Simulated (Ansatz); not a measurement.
Program: Ansatz. Geometries: PBE0-D4/def2-TZVP. ΔE: electronic, gas phase. CCSD(T)/CBS is the MP2 limit (def2-TZVPP, def2-QZVPP) plus CCSD(T) − MP2 in def2-TZVPP, frozen cores. DFT in def2-TZVPP. B3LYP here is the variant with VWN-RPA as its local correlation; programs differ in this. For Zn outer-core shells are correlated without core-valence functions, which leaves a few kJ/mol of doubt a bond. Scalar relativity is left out up to krypton. One conformer a species, not always the lowest.

Consider the cleavage of the Si–Zn bond: `N[CH2][Zn][SiH3]` + `NC(O)(F)F` → `OC(F)(F)N[SiH3]` + `N[CH2][ZnH]`.

Problem. Is it downhill or uphill in electronic energy at CCSD(T)/CBS, and by how much? (Best estimate.)

Solution. Computed: Downhill: ΔE = -6.8 kcal/mol.

Problem. What do these levels give: r2SCAN-D4, ωB97M-V, B3LYP, MP2/def2-TZVPP, MP2/def2-QZVPP, MP2/CBS(def2)? (Estimate.)

Solution. Ansatz gave: r2SCAN-D4 -5.2, ωB97M-V -7.8, B3LYP -5.3, MP2/def2-TZVPP -9.2, MP2/def2-QZVPP -9.0, MP2/CBS(def2) -8.6 kcal/mol.

Largest T1 diagnostic among the species: 0.014.

From PBE to PBE0 (25 % exact exchange), in def2-TZVPP and without D4, ΔE moves by −2.0 kcal/mol. The D4 term adds −1.4 kcal/mol with B3LYP and −0.7 kcal/mol with PBE0; it sums over pairs of atoms, weighted by their polarisabilities, and B3LYP, whose exchange is more repulsive, gets the larger term.
